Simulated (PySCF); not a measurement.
Simulation results for BClH₂NO, BH₅NSi₂, CH₄Al₂B

All values are calculated (PySCF 2.14.0). Calculation on a computer-drawn molecule: optimised geometry and harmonic frequencies of an isolated molecule of the commonest isotopes, restricted reference for singlets and unrestricted otherwise, frozen core in MP2.

Common to all runs: multiplicity 1.

```json
{"entry": 1, "formula": "BClH2NO", "start_structure": {"atoms_angstrom": [["N", -0.0131, 2.6721, 1.4911], ["B", 0.1132, 1.3381, 2.0414], ["O", 0.8936, 0.7958, 2.85], ["Cl", -1.421, 0.2758, 1.22], ["H", -0.5378, 2.8177, 0.6584], ["H", 0.795, 3.2527, 1.5655]]}, "given": {"charge": -1, "method": "MP2", "basis": "aug-cc-pV(D+d)Z", "drawn_bonds_atom": [1, 2, 2, 1, 1], "drawn_bonds_other_atom": [2, 3, 4, 5, 6], "drawn_bonds_order": [1, 1, 1, 1, 1]}, "results": {"optimised_atom_element": ["N", "B", "O", "Cl", "H", "H"], "optimised_atom_x [angstrom]": [-0.03792, 0.09308, 0.9137, -1.406, -0.5371, 0.8041], "optimised_atom_y [angstrom]": [2.687, 1.318, 0.7821, 0.2929, 2.82, 3.251], "optimised_atom_z [angstrom]": [1.504, 2.034, 2.863, 1.228, 0.6329, 1.565], "modes_frequency [cm^-1]": [294.7, 334.1, 401.2, 415.6, 473.6, 592.9, 917.8, 1024, 1552, 1623, 3576, 3704], "modes_reduced_mass [dalton]": [5.324, 7.206, 1.249, 1.384, 2.535, 7.769, 3.181, 1.724, 1.457, 3.462, 1.049, 1.096], "rotational_constants [GHz]": [9.367, 4.395, 2.998], "total_energy [hartree]": -615.4813, "convergence_status_largest_gradient_component [hartree/bohr]": 2.649e-05}}
{"entry": 2, "formula": "BH5NSi2", "start_structure": {"atoms_angstrom": [["B", -3.9968, -1.2239, 0.7423], ["Si", -2.4251, -0.5479, 1.6422], ["N", -0.8905, -0.9048, 1.1146], ["Si", 0.6635, -1.2211, 0.6625], ["H", -4.4735, -0.6111, -0.0215], ["H", -4.4312, -2.2174, 1.1234], ["H", -2.3389, 0.294, 2.8267], ["H", 1.3575, -0.3415, -0.3008], ["H", 1.3948, -2.3716, 1.1972]]}, "given": {"charge": 1, "method": "HF", "basis": "cc-pV(D+d)Z", "drawn_bonds_atom": [1, 2, 3, 1, 1, 2, 4, 4], "drawn_bonds_other_atom": [2, 3, 4, 5, 6, 7, 8, 9], "drawn_bonds_order": [1, 2, 1, 1, 1, 1, 1, 1]}, "results": {"optimised_atom_element": ["B", "Si", "N", "Si", "H", "H", "H", "H", "H"], "optimised_atom_x [angstrom]": [-3.985, -2.308, -0.8361, 0.6409, -4.482, -4.445, -2.416, 1.325, 1.366], "optimised_atom_y [angstrom]": [-1.23, -0.5337, -0.889, -1.214, -0.5882, -2.272, 0.3288, -0.3667, -2.381], "optimised_atom_z [angstrom]": [0.7703, 1.678, 1.149, 0.6619, -0.1017, 1.121, 2.862, -0.312, 1.159], "modes_frequency [cm^-1]": [108.6, 140.2, 162.2, 203.2, 260.8, 464.1, 585.0, 718.8, 741.5, 751.1, 784.5, 874.7, 981.8, 1061, 1230, 1500, 2389, 2423, 2451, 2733, 2845], "modes_reduced_mass [dalton]": [4.073, 1.391, 1.325, 1.486, 4.995, 1.094, 5.056, 4.275, 1.346, 1.268, 1.175, 1.337, 1.316, 1.086, 1.131, 13.78, 1.043, 1.028, 1.059, 1.048, 1.13], "rotational_constants [GHz]": [16.7, 1.922, 1.788], "total_energy [hartree]": -659.6497, "convergence_status_largest_gradient_component [hartree/bohr]": 2.669e-05}}
{"entry": 3, "formula": "CH4Al2B", "start_structure": {"atoms_angstrom": [["B", -2.5271, -0.8736, -2.7706], ["C", -1.2379, -0.4251, -2.3713], ["Al", -0.6493, -0.0351, -0.5768], ["Al", 0.2298, 0.3641, 1.85], ["H", -3.62, -1.2669, -3.0659], ["H", -0.4082, -0.1509, -3.0254], ["H", 1.7058, 0.9242, 1.9861], ["H", -0.7389, 0.1316, 3.0365]]}, "given": {"charge": 1, "method": "HF", "basis": "cc-pV(D+d)Z", "drawn_bonds_atom": [1, 2, 3, 1, 2, 4, 4], "drawn_bonds_other_atom": [2, 3, 4, 5, 6, 7, 8], "drawn_bonds_order": [2, 1, 1, 1, 1, 1, 1]}, "results": {"optimised_atom_element": ["B", "C", "Al", "Al", "H", "H", "H", "H"], "optimised_atom_x [angstrom]": [-2.469, -1.208, -0.639, 0.2324, -3.547, -0.4844, 1.702, -0.833], "optimised_atom_y [angstrom]": [-0.847, -0.3854, -0.07287, 0.3938, -1.238, -0.1868, 0.9117, 0.09236], "optimised_atom_z [angstrom]": [-2.709, -2.345, -0.6033, 1.888, -2.961, -3.141, 1.946, 2.987], "modes_frequency [cm^-1]": [50.43, 79.06, 120.7, 200.7, 285.4, 413.2, 414.7, 567.4, 728.6, 758.8, 766.9, 802.5, 998.1, 1523, 2065, 2099, 2962, 3254], "modes_reduced_mass [dalton]": [1.205, 4.151, 4.326, 3.433, 8.129, 1.175, 1.48, 1.138, 2.951, 1.145, 1.274, 1.304, 1.503, 6.237, 1.018, 1.067, 1.13, 1.087], "rotational_constants [GHz]": [31.96, 1.434, 1.373], "total_energy [hartree]": -548.4358, "convergence_status_largest_gradient_component [hartree/bohr]": 3.704e-05}}
```
